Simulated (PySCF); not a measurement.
## Pb(IV) with different ligands

Computed with PySCF 2.14.0, PBE0, def2-SVP on the ligands, density fitting, scalar-relativistic core potentials, no spin-orbit coupling, vacuum. The metal has def2-SVP with ECP60. Each complex is relaxed within the symmetry of a template of the same shape. Distances are means of the shortest metal–ligand contacts, charges and spins Mulliken's; removal energies are rigid, with the ligand's formal charge and no counterpoise, so too large; for an anion taken off a cation in vacuum most of it is the attraction of opposite charges, and multiply charged cations can part far more cheaply with an electron moved from ligand to metal.

| complex | point group | M–first ligand (Å) | charge on M (e) | HOMO–LUMO gap (eV) | removal of one first-named ligand (eV) | strongest infrared band, degenerate modes summed (cm⁻¹) | unstable modes (below −25 cm⁻¹) |
| --- | --- | --- | --- | --- | --- | --- | --- |
| PbF4 | Td | 2.004 | 1.52 | 6.26 | 13.04 | 618 | 0 |
| Pb(NH2)4 | S4 | 2.154 | 0.74 | 5.42 | 11.03 | – | 1 (soft) |
| Pb(CCH)4 | Td | 2.143 | 0.84 | 7.46 | 9.73 | 290 | 0 |
| PbCl4 | Td | 2.414 | 0.87 | 4.61 | 9.98 | 352 | 0 |
| PbH4 | Td | 1.757 | 0.22 | 8.78 | 11.79 | 1873 | 0 |

What does the calculation give for Pb(SH)4?

point group: S4, M–first ligand (Å): 2.511, charge on M (e): 0.57, HOMO–LUMO gap (eV): 4.17, removal of one first-named ligand (eV): 9.19, strongest infrared band, degenerate modes summed (cm⁻¹): 321, unstable modes (below −25 cm⁻¹): 0.
```xyz
9

Pb    0.0000    0.0000   -0.0002
S     1.4679    1.5424    1.3317
H     2.5140    0.6887    1.2538
S    -1.4679   -1.5424    1.3317
H    -2.5140   -0.6887    1.2538
S     1.5427   -1.4674   -1.3323
H     0.6873   -2.5124   -1.2578
S    -1.5427    1.4674   -1.3323
H    -0.6873    2.5124   -1.2578
```

Members with unstable modes aren't minima as they stand: saddle points kept by symmetry or, where the modes are soft, flat surfaces and noise. Moved off a saddle point of the template and relaxed again: Pb(NH2)4, Pb(SH)4. One start shape was tried for each, so a minimum needn't be the lowest isomer.
